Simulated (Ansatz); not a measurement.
Computed with Ansatz on PBE0-D4/def2-TZVP structures; ΔE is electronic, products minus reactants. CCSD(T)/CBS adds triple-zeta CCSD(T) − MP2 to the extrapolated MP2 energy (def2 sets, frozen cores). Functionals use def2-TZVPP. For Ge outer-core shells are correlated without core-valence functions, which leaves a few kJ/mol of doubt a bond. Scalar relativity is left out up to krypton. Each species was taken in one conformer, which may not be the lowest.

Consider the formal exchange of groups at a Ge–O bond: `[OH][Ge]([OH])([OH])[OH]` + `CC[SiH3]` → `[OH][Ge]([OH])([OH])[SiH3]` + `CCO`.

`[OH][Ge]([OH])([OH])[OH]`:

Z-matrix (Å, degrees):
```
Ge
O 1 1.755
O 1 1.755 2 106.2
O 1 1.755 2 116.3 3 -117.8
O 1 1.755 2 106.2 3 124.4
H 2 0.961 1 112.0 3 -153.0
H 3 0.961 1 112.0 2 28.7
H 4 0.961 1 112.0 2 89.2
H 5 0.961 1 112.0 2 153.0
```

`CC[SiH3]`:

Cartesian coordinates in Å:
```
C 1.301 -0.446 0.356
C -0.179 -0.686 0.075
Si -1.113 0.874 -0.386
H 1.816 -1.373 0.621
H 1.441 0.255 1.183
H 1.809 -0.026 -0.516
H -0.668 -1.130 0.948
H -0.302 -1.409 -0.739
H -0.526 1.488 -1.609
H -1.029 1.873 0.716
H -2.549 0.581 -0.649
```

`[OH][Ge]([OH])([OH])[SiH3]`:

Cartesian coordinates in Å:
```
O 1.504 1.309 0.136
Ge 0.182 0.150 0.400
O 0.850 -1.182 1.368
O -1.026 0.969 1.414
Si -0.751 -0.619 -1.649
H 2.301 1.027 0.593
H 0.475 -1.183 2.253
H -0.724 1.847 1.664
H 0.273 -1.415 -2.370
H -1.150 0.556 -2.462
H -1.935 -1.460 -1.348
```

`CCO`:

Z-matrix (Å, degrees):
```
C
C 1 1.513
H 1 1.092 2 110.6
H 1 1.093 2 110.8 3 120.4
H 1 1.095 2 111.1 3 -120.1
O 2 1.413 1 112.9 3 56.8
H 2 1.099 1 110.2 3 -178.8
H 2 1.093 1 110.3 3 -60.9
H 6 0.961 2 108.2 1 58.8
```

| level | ΔE (kJ/mol) |
| --- | --- |
| r2SCAN-D4 | 104.6 |
| PBE | 85.7 |
| r2SCAN | 104.5 |
| MP2/def2-TZVPP | 123.5 |
| SCS-MP2/def2-TZVPP | 120.0 |
| CCSD(T)/def2-TZVPP | 113.5 |
| MP2/CBS(def2) | 119.3 |
| CCSD/CBS(def2) | 110.1 |

Question: What does CCSD(T)/CBS give? (Estimate.)

Answer: The calculation gave: +109.3 kJ/mol. The listed levels differ from it by -4.7, -23.6, -4.8, 14.2, 10.7, 4.2, 10.0, 0.8 kJ/mol.

Largest T1 diagnostic among the species: 0.013.

From PBE to PBE0 (25 % exact exchange), in def2-TZVPP and without D4, ΔE moves by +9.9 kJ/mol.
